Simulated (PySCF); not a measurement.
# Identify the compound

The spectra below were simulated for a compound C6H13PSi.

1H NMR (300 MHz, computed): δ 6.63 (m, 1H), 6.12 (m, 1H), 5.77 (m, 1H), 4.04 (m, 2H), 1.89 (m, 4H), 1.16 (m, 4H).

13C{1H} NMR (computed): δ 153.0 (CH), 134.3 (CH2), 33.3 (CH2, 2C), 8.9 (CH2, 2C).

Relativity neglected, single conformer, no solvent model, fast rotation and ring inversion assumed for equivalent nuclei. PBE0/pcSseg-1 with gauge-including orbitals; geometry: GFN2-xTB; PySCF 2.14.0 with density-fitted response routines.

Scale: TMS for 1H (31.72 ppm) and 13C (186.93 ppm) (reference shieldings calculated alike).

Question: Choose the structure that fits.
A. C=CP1CC[SiH2]CC1
B. CC(C)C#C[Si@H](C)P
C. CC(C)CP=C=C[SiH3]
D. CC1=C(C)CP([SiH3])C1
E. C/C([SiH3])=P/C1CCC1

Answer: A. 

4 carbon signals for 6 carbons: some carbons are equivalent by symmetry or fast rotation. Carbon types of the structure: 1 × CH, 5 × CH2, leaving 2 H on heteroatoms. δC 153.0: alkene CH; the olefinic region. δC 134.3: terminal =CH2 carbon; as expected for a trigonal carbon in a double bond. δC 8.9: sp3 CH2 bonded to Si; an electropositive neighbour leaves it electron-rich and shielded. δH 6.63: hydrogen on an alkene CH; olefinic region. δH 6.12, 5.77: hydrogen on a terminal =CH2 carbon; a vinylic proton, deshielded by the sp2 carbon and the C=C anisotropy.

The others: CC(C)CP=C=C[SiH3] would give 5 carbon signals, not 4; C/C([SiH3])=P/C1CCC1 would give 5 carbon signals, not 4; CC(C)C#C[Si@H](C)P would give 6 carbon signals, not 4; CC1=C(C)CP([SiH3])C1 would give 3 carbon signals, not 4.

Splittings by 31P in the carbon and heteronuclear signals aren't shown, as no couplings were computed. Shifts are as computed. Against solution values, carbons near 30 ppm lie about +3 ppm off and those near 130 ppm about +5 ppm. Of 1211 compounds with measured shifts, 218 miss one by over three times the rms of a fit or turn the order of signals round; such compounds aren't used in these exercises. No couplings were computed; multiplicities are counted from neighbouring protons, with m where these are inequivalent, close in shift, in a saturated or five-membered ring or joined by F or P, and br s for small geminal =CH2 splittings.
